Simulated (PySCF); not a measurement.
C₃H₈O₂Si, SMILES OC[SiH]1COC1. Geometry optimised at r2SCAN-D4/def2-SVP. This is a generated structure with no PubChem entry under its InChIKey; it may be hypothetical. The values are those of a single conformer.

Question: Give the equilibrium geometry at r2SCAN-D4/def2-SVP (PySCF confirms it by a frequency run) as a Z-matrix. (Estimate from the structure and the level; the computed values follow.)

Answer: One answer among several that fit: 
```
Si
H 1 1.4996
C 1 1.8974 2 106.35
H 3 1.1032 1 110.01 2 170.08
H 3 1.1107 4 105.80 1 -122.12
O 3 1.4285 4 106.65 5 -119.94
H 6 0.9668 3 107.41 4 175.32
C 1 1.9021 2 114.25 7 116.43
H 8 1.1030 1 120.50 2 -16.19
H 8 1.1095 9 107.91 1 135.29
O 8 1.4481 9 110.51 10 122.24
C 11 1.4456 8 103.69 9 139.02
H 12 1.1035 11 110.61 8 -138.72
H 12 1.1098 13 107.82 11 122.22
```
